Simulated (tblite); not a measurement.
Species: C5H11N2 (doublet state).
SMILES with atom numbers: `[CH2:1][CH2:2][C@@H:3]([NH2:4])/[CH:5]=[N:6]/[CH3:7]` (hydrogens: H8, H9 on C1; H10, H11 on C2; H12 on C3; H13, H14 on N4; H15 on C5; H16, H17, H18 on C7)

Computed geometry: GFN2-xTB, gas phase. This method treats the open shell by occupation alone, without spin polarisation.

Question: List the bond lengths, angles and torsions at this level.

Answer: 
```tsv
bond	length (Å)	order
C1–C2	1.461	single
C2–C3	1.578	single
C3–N4	1.445	single
C3–C5	1.499	single
C5=N6	1.256	double
N6–C7	1.427	single
C1–H8, C1–H9	1.073	single
C2–H10	1.093	single
C2–H11	1.092	single
C3–H12	1.096	single
N4–H13, N4–H14	1.015	single
C5–H15	1.102	single
C7–H16, C7–H17, C7–H18	1.094	single
```

Bonds in one row agree within 0.01 Å and their mean is given. Orders are formal, as drawn. A selection of angles:
```tsv
angle	degrees
C2–C1–H8	119.7
H8–C1–H9	118.2
C1–C2–C3	111.8
C1–C2–H10	111.0
C1–C2–H11	111.0
C3–C2–H10	106.0
C3–C2–H11	107.3
H10–C2–H11	109.5
C2–C3–N4	109.1
C2–C3–C5	107.4
C2–C3–H12	107.7
N4–C3–C5	114.3
N4–C3–H12	108.8
C5–C3–H12	109.4
C3–N4–H13	108.7
H13–N4–H14	107.0
C3–C5–N6	120.5
C3–C5–H15	116.1
N6–C5–H15	123.3
C5–N6–C7	121.0
N6–C7–H16	108.1
N6–C7–H18	113.6
H16–C7–H17	107.7
H16–C7–H18	109.5
```

Dihedral angles: C1–C2–C3–N4 66° (synclinal); C2–C3–C5–N6 -108° (anticlinal); C3–C5–N6–C7 178° (antiperiplanar).

The C–N distances run from 1.256 Å (C5=N6, drawn double) to 1.445 Å (C3–N4, drawn single), a spread of 0.189 Å. The C–C distances run from 1.461 Å (C1–C2, drawn single) to 1.578 Å (C2–C3, drawn single), a spread of 0.117 Å. C5 (carbon bonded to C, N and H) is planar (angles 123.3°, 120.5° and 116.1°, sum 360.0°, 0.01 Å off the plane of its three neighbours). C1 (carbon bonded to C and 2 H) is almost planar (angles 120.3°, 119.7° and 118.2°, sum 358.2°, 0.09 Å off the plane of its three neighbours). Of the pairs four or more bonds apart, N6···H13 is among the closest relative to their van der Waals radii: 2.48 Å, 90 % of the sum of Bondi's values. N4 (nitrogen bonded to C and 2 H) is pyramidal (angles 110.2°, 108.7° and 107.0°, sum 325.8°, 0.39 Å off the plane of its three neighbours).

Point group: C1 (no symmetry element, even within 0.4 Å). Its GFN2-xTB frequencies are all real (lowest 65 cm⁻¹). Torsions: H–C1–C2–C3 -76° and 88°, C1–C2–C3–N4 66°, C2–C3–N4–H 71° and -172°, C2–C3–C5–N6 -108°. 3 starts were optimised and ended at 0.00, 0.02 and 2.04 kcal/mol (GFN2-xTB); the lowest of these is shown.

One conformer stands for the species.
